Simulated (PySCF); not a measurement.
F₂H₅NSi₂, SMILES F[SiH2]N[SiH2]F.

Geometry optimised at PBE-D3(BJ)/def2-SVP. The structure was generated by enumeration, and PubChem lists no compound with its InChIKey, so it may never have been made. One conformer was computed; it need not be the lowest.

Two levels are set side by side: TDA-PBE/def2-SVPD (PySCF) and TDA-PBE0/def2-SVPD (PySCF). Vertical, same geometry. The lowest singlet is HOMO→LUMO 98 % with PBE and HOMO→LUMO 98 % with the other functional; states are paired by order. Differences are taken from unrounded values.

| quantity | TDA-PBE0 | TDA-PBE | TDA-PBE minus TDA-PBE0 |
|---|---|---|---|
| lowest singlet excitation (eV) | 7.29 | 6.62 | -0.67 |
| lowest triplet excitation (TDA) (eV) | 6.86 | 6.28 | -0.58 |
| first bright state (f over 0.05) (eV) | 7.94 | 7.14 | -0.80 |
| its oscillator strength | 0.16 | 0.14 | -0.02 |

A lower first singlet is the usual sign of a functional without exact exchange. Differences between two approximate levels are no errors against the true value.

Rough cost on one machine, each run with all the roots and properties that it gave: TDA-PBE0 against TDA-PBE about 2 times.
